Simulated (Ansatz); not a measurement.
Basis-set extrapolation for F2H6N2Si2 (`N[SiH2][Si](N)(F)F`) (PBE0-D4/def2-TZVP geometry, frozen core, Ansatz). Multiplicity 1, RHF reference.

```tsv
	def2-TZVPP	def2-QZVPP
HF	-889.512205	-889.546365
MP2 correlation	-1.162440	-1.262206
CCSD(T) correlation	-1.240197	not run
```

Energies in hartree. Use E(X) = E(∞) + A·exp(−7.88·√X) for Hartree–Fock and E(X) = E(∞) + B·X^(−2.97) for correlation, with X = 3 and 4, and add CCSD(T) minus MP2 of the smaller set to the MP2 limit.

Task: What is the CCSD(T) energy at the basis-set limit?

Result: HF limit: -889.546365 + (-0.034160) × 0.13774 = -889.55107. MP2 limit: -1.262206 + (-0.099766) × 0.74074 = -1.33611. Higher-order term: -1.240197 − (-1.162440) = -0.07776. Total: -890.96494 hartree, 558.0 kJ/mol below CCSD(T)/def2-TZVPP.
